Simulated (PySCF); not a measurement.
This PySCF input asks for the NMR shieldings of `CS[C@@H]1CC[C@H]1BF`, C$_{5}$H$_{10}$BFS; the geometry comes from GFN2-xTB.

```python
import basis_set_exchange as bse
import numpy as np
from pyscf import gto, dft
from pyscf.prop import nmr

atoms = """
C     2.395684    0.516897    1.011877
S     1.787200   -1.020457    0.266065
C     0.011585   -0.644242    0.267663
C    -0.894449   -1.725309   -0.322539
C    -1.608579   -0.648127   -1.148636
C    -0.484168    0.361860   -0.819727
B    -0.839984    1.797605   -0.287615
F     0.003576    2.789575   -0.493282
H     2.007403    0.609159    2.023062
H     3.478262    0.449271    1.033666
H     2.085571    1.361620    0.403744
H    -0.262712   -0.351742    1.281539
H    -1.499930   -2.278035    0.392202
H    -0.335574   -2.429023   -0.935929
H    -2.565794   -0.355555   -0.721975
H    -1.740334   -0.868025   -2.205167
H     0.251033    0.387893   -1.627509
H    -1.797550    2.052953    0.344272
"""
names = dict.fromkeys(["C", "S", "B", "F", "H"], "pcSseg-1")
basis = {el: gto.basis.parse(bse.get_basis(n, elements=[el], fmt="nwchem")) for el, n in names.items()}
mol = gto.M(atom=atoms, basis=basis, charge=0, verbose=0)
mf = dft.RKS(mol, xc="PBE0")
mf.grids.level = 2
mf.grids.alignment = dft.numint.BLKSIZE   # the property module wants whole blocks of grid points
mf.conv_tol = 1e-9
mf.kernel()

calc = nmr.RKS(mf)   # GIAO
C = mf.mo_coeff
Co = C[:, mf.mo_occ > 0]
resp = mf.gen_response(singlet=True, hermi=2)
def vind(x):   # induced exchange potential for any number of trial vectors
    d = np.einsum("pi,xij,qj->xpq", C, 2 * x.reshape(-1, C.shape[1], Co.shape[1]), Co, optimize=True)
    return np.einsum("xpq,pi,qj->xij", resp(d - d.transpose(0, 2, 1)), C, Co, optimize=True).ravel()
mo1, _ = nmr.rhf.solve_mo1(calc, with_cphf=vind)
sigma = calc.kernel(mo1)
for i, s in enumerate(sigma):   # ppm
    w = np.linalg.eigvalsh((s + s.T) / 2)
    print("%2d %-2s iso %8.1f  s11 %8.1f  s22 %8.1f  s33 %8.1f" % (i, mol.atom_pure_symbol(i), w.mean(), *w))
```

Q: Give the expected output.

A: 
```
 0 C  iso    167.5  s11    149.7  s22    166.3  s33    186.5
 1 S  iso    480.9  s11    301.7  s22    399.5  s33    741.3
 2 C  iso    142.9  s11    112.5  s22    146.9  s33    169.2
 3 C  iso    158.2  s11    142.1  s22    150.0  s33    182.4
 4 C  iso    169.8  s11    159.1  s22    170.6  s33    179.6
 5 C  iso    144.0  s11    110.6  s22    148.1  s33    173.1
 6 B  iso     44.6  s11    -12.6  s22     63.3  s33     83.0
 7 F  iso    179.9  s11     -4.7  s22     70.7  s33    473.6
 8 H  iso     29.8  s11     25.2  s22     27.3  s33     37.0
 9 H  iso     29.9  s11     24.9  s22     26.5  s33     38.3
10 H  iso     29.4  s11     23.4  s22     29.0  s33     35.7
11 H  iso     28.6  s11     24.9  s22     29.1  s33     31.7
12 H  iso     29.3  s11     25.7  s22     26.5  s33     35.8
13 H  iso     29.5  s11     26.0  s22     28.9  s33     33.6
14 H  iso     29.5  s11     26.6  s22     26.9  s33     35.2
15 H  iso     29.7  s11     25.7  s22     26.7  s33     36.7
16 H  iso     29.5  s11     27.7  s22     29.4  s33     31.5
17 H  iso     26.2  s11     24.2  s22     25.1  s33     29.4
```

These numbers come from an equivalent density-fitted implementation of the same equations, which agrees with the script to about 0.01 ppm for H and up to a few tenths of a ppm for heavy atoms, so last digits may differ.

Size and cost of the density-fitted run: 193 basis functions, 51 s wall time on 1 thread of an Arm Neoverse N1, shared host; peak memory 0.86 GiB.
